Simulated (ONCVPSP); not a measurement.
Configuration tests for tantalum (Ta) (ONCV)

```json
{"Element": "Ta (Z = 73)", "Generator": "ONCVPSP 4.0.1", "Type": "optimised norm-conserving Vanderbilt (ONCV)", "Functional": "PBEsol", "Relativity": "scalar-relativistic", "Frozen core": "[Kr] 4d10 4f14", "Valence charge": "13", "Reference configuration": "5s2 5p6 5d3 6s1.5 (charge +0.5)", "Partial waves": "5s+6s: rc 2.05 bohr, ncon 4, nbas 7, qcut 6.1 1/bohr, 2 projectors; 5p: rc 1.45 bohr, ncon 4, nbas 8, qcut 5.6 1/bohr, 3 projectors, debl 3.8 Ha; 5d: rc 1.70 bohr, ncon 5, nbas 9, qcut 4.8 1/bohr, 2 projectors, debl 2.1 Ha; f scattering state at 0.41 Ha: rc 2.00 bohr, ncon 3, nbas 6, qcut 5.3 1/bohr, 3 projectors, debl 2.9 Ha", "Local potential": "polynomial inside 1.40 bohr (lpopt 5, dvloc0 1 Ha)", "Core correction": "Teter function, fcfact 5, rcfact 1.4"}
```

Energies are relative to the spin-unpolarised reference configuration 5s2 5p6 5d3 6s1.5; without spin polarisation the order of configurations can differ from experiment.

```
valence configuration  charge  ΔE all-electron (eV)  error AE − PS (meV)
      5s2 5p6 5d3 6s1      +1                 5.027                 -2.1
      5s2 5p6 5d3 6s0      +2                20.004                 -9.0
```

**Question.** What are ΔE and the potential's error for 5s2 5p6 5d3 6s2?

**Answer.** ΔE = -3.478 eV all-electron; the error (AE − PS) is +0.9 meV.

**Question.** What are ΔE and the potential's error for 5s2 5p5 5d3 6s2?

**Answer.** ΔE = 41.537 eV all-electron; the error (AE − PS) is -151 meV.

Levels in the configuration 5s2 5p6 5d3 6s2:

```tsv
level	all-electron (eV)	pseudo (eV)
5s	-73.032	-73.012
5p	-39.416	-39.414
5d	-3.621	-3.622
6s	-5.471	-5.469
```

Note: ghosts flagged at negative energy: f at -200.9 eV; GHOST(+) flagged for s at 143.0 eV. A true bound ghost makes a file unfit for plane-wave use.
